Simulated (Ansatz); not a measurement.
The input (input.yaml):

```yaml
crystal:
  periodic: [false, false, false]
  atoms:
    - { symbol: B, position_ang: [-0.000713, -0.798825, -0.547481] }
    - { symbol: H, position_ang: [-0.092877, -1.922252, -0.129581] }
    - { symbol: "N", position_ang: [1.287561, -0.241282, -0.709603] }
    - { symbol: H, position_ang: [2.123341, -0.766487, -0.516845] }
    - { symbol: H, position_ang: [1.464094, 0.681199, -1.076968] }
    - { symbol: "N", position_ang: [-1.187082, -0.085568, -0.840971] }
    - { symbol: H, position_ang: [-2.097715, -0.500241, -0.736886] }
    - { symbol: H, position_ang: [-1.208513, 0.849369, -1.220676] }
    - { symbol: P, position_ang: [-0.650611, 2.715896, 1.064877] }
    - { symbol: H, position_ang: [-1.699132, 2.175629, 1.855507] }
    - { symbol: H, position_ang: [-0.307961, 3.704648, 2.029558] }
    - { symbol: H, position_ang: [0.314106, 1.781714, 1.523272] }
basis:
  gaussian: { orbitals: "6-31G*" }
hamiltonian:
  xc: pbe0
neb:
  order_check: false
  images: 7
  f_tol: 0.05
  max_iterations: 57
  initial_path: linear
  final_atoms:
    - { symbol: B, position_ang: [-0.05205818, 1.03646948, -0.48118659] }
    - { symbol: H, position_ang: [-0.63367253, -1.74879968, 2.15973759] }
    - { symbol: "N", position_ang: [1.28342112, 0.72175795, -0.8191149] }
    - { symbol: H, position_ang: [1.55267962, -0.12227795, -1.30155301] }
    - { symbol: H, position_ang: [2.0619528, 1.31878258, -0.59564181] }
    - { symbol: "N", position_ang: [-1.12546442, 0.16663998, -0.79261498] }
    - { symbol: H, position_ang: [-1.01742496, -0.67888383, -1.33316148] }
    - { symbol: H, position_ang: [-2.08552195, 0.38253188, -0.58133606] }
    - { symbol: P, position_ang: [-0.43903983, 2.77136573, 0.33212379] }
    - { symbol: H, position_ang: [-1.44975883, 2.32642705, 1.22930334] }
    - { symbol: H, position_ang: [0.58729485, 2.73816303, 1.31726408] }
    - { symbol: H, position_ang: [-0.73790969, -1.31837622, 1.56038302] }
```

Launched with:

```bash
$ ansatz run input.yaml --threads 1 --pin off --max-ram 2048MiB --backend cpu --events-out ev --progress --plain --runs-dir out
```

Hardware: 1 thread of Arm Neoverse V1 (shared host).

Q: Roughly how long does this run take, and how much memory?

A: 12 min, with a peak of 0.17 GiB, for 27 band iterations.
